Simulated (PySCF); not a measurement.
## Molecular orbitals of SnH

PBE0 at R = 1.784 Å; basis Sn cc-pVTZ-PP with ECP28, H cc-pVTZ; scalar-relativistic core potentials; PySCF 2.14. State: ⁴Σ⁻ (quartet), unpaired electrons σ ↑, π ↑↑, a second solution, started from another occupation. Only the outer orbitals are listed, counted within each symmetry, core potentials removing the inner ones.

| spin | orbital | occ. | ε (eV) | on Sn (%) | main shells (%) |
| --- | --- | --- | --- | --- | --- |
| α | 4σ | 1 | -14.09 | 73 | 70 Sn s, 27 H s |
| α | 5σ | 1 | -9.35 | 60 | 40 H s, 33 Sn p, 25 Sn s |
| α | 3π | 1 | -5.28 | 99 | 99 Sn p |
| α | 3π | 1 | -5.28 | 99 | 99 Sn p |
| α | 6σ | 0 | -0.29 | 82 | 72 Sn p, 18 H s |
| α | 7σ | 0 | 1.72 | 107 | 98 Sn s |
| α | 8σ | 0 | 3.72 | 96 | 94 Sn p |
| β | 4σ | 1 | -11.65 | 77 | 72 Sn s, 22 H s |
| β | 5σ | 0 | -5.07 | 65 | 37 Sn p, 35 H s, 27 Sn s |
| β | 3π | 0 | -1.70 | 99 | 99 Sn p |
| β | 3π | 0 | -1.70 | 99 | 99 Sn p |

Question: Which are the highest filled and the lowest empty level, where do they sit, and how wide is the gap?

Answer: Highest filled α 3π at -5.28 eV (in %: 99 Sn p); lowest empty β 5σ at -5.07 eV (in %: 37 Sn p, 35 H s, 27 Sn s); the gap at PBE0 is 0.21 eV.

* bond order (Mayer): 0.80
* ⟨S²⟩: 3.756
* charge on Sn (Mulliken, basis-dependent): -0.07
* charge on Sn (Löwdin, basis-dependent): 0.02
* dipole moment (positive dipole means Sn(−)H(+)): 0.08 D

Shares are Mulliken populations and can fall outside 0 to 100 %.

Spin–orbit coupling is left out.
